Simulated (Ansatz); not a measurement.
Stretching the H–H spacing in H8 chain (multiplicity 1 held). Energies count from the point at 0.900 Å.
Geometry at that point (charge 0, multiplicity 1):
```xyz
8

H      0.0000     0.0000     0.0000
H      0.0000     0.0000     0.9000
H      0.0000     0.0000     1.8000
H      0.0000     0.0000     2.7000
H      0.0000     0.0000     3.6000
H      0.0000     0.0000     4.5000
H      0.0000     0.0000     5.4000
H      0.0000     0.0000     6.3000
```

R- and RO- levels are restricted; in cc, def2 and unpolarised 6-31G sets they are followed outwards from rest. Unrestricted levels (U-) break spin symmetry where that is lower. Active spaces are followed from rest. Full CI gives the lowest state of the spin. Levels need not reach the same state.

The values were computed with Ansatz (Gaussian orbitals). Each number belongs to the level named beside it.

Energies in kJ/mol.

```
R (Å)  U-HF/6-31G  R-SCS-MP2/6-31G  CASSCF(8,8)/6-31G  FIC-MRCISD on CASSCF(8,8)/6-31G  FCI/6-31G
-----  ----------  ---------------  -----------------  -------------------------------  ---------
0.700         516              537                573                              557        556
0.800         128              138                158                              149        149
0.900           0                0                  0                                0          0
1.100          82               95                 45                               64         65
1.300         294              375                262                              298        298
1.500         493              688                496                              544        545
1.800         684             1111                774                              834        835
2.100         771             1433                940                             1007       1009
2.500         813             1676               1037                             1109       1111
3.000         826             1698               1072                             1145       1147
3.600         829             1416               1081                             1154       1156
```

Doubts at one or more of the structures used: a spin-contaminated determinant (U-HF/6-31G); a restricted determinant that unrestricted orbitals would lower (R-SCS-MP2/6-31G).

Ansatz is a first-principles code.
